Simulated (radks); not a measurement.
Question: All-electron atom: Tm3+ in [Xe] 4f12 (the NIST ground configuration). All-electron calculation, Dirac Kohn-Sham, BLYP, spin-unpolarised, spherical densities, point nucleus; open shells are shared between the two j in proportion to 2j + 1. Program: a radial shooting solver on a logarithmic mesh with Libxc functionals. Some entries of the table are withheld. Estimate them.

orbital     occ.  eigenvalue (eV)  r(max) (bohr)  <1/r> (bohr^-1)
1s1/2          2        -59258.80        0.01261            79.12
2s1/2          2        -10019.77        0.07206            19.06
2p1/2          2              (1)        0.05402            19.03
2p3/2          4              (2)        0.06034            16.42
3s1/2          2        -2278.003         0.2035            6.980
3p1/2          2        -2072.106         0.1912            6.895
3p3/2          4        -1865.094         0.2043            6.227
3d3/2          4        -1513.995         0.1611            6.114
3d5/2          6        -1468.759         0.1647            5.952
4s1/2          2        -475.5463         0.4646            2.923
4p1/2          2        -392.7596         0.4663            2.814
4p3/2          4        -345.8776         0.4942            2.582
4d3/2          4        -209.6951         0.4957            2.362
4d5/2          6        -201.1461         0.5047            2.305
5s1/2          2         -83.5590          1.082            1.107
5p1/2          2         -60.5074          1.174           0.9812
5p3/2          4         -54.2466          1.258           0.9022
4f5/2    5.14286         -36.2256            (3)            1.764
4f7/2    6.85714         -34.9514            (4)            1.737

Answer: 
(1) 2p1/2 eigenvalue (eV): -9551.531
(2) 2p3/2 eigenvalue (eV): -8570.983
(3) 4f5/2 r(max) (bohr): 0.4897
(4) 4f7/2 r(max) (bohr): 0.4949
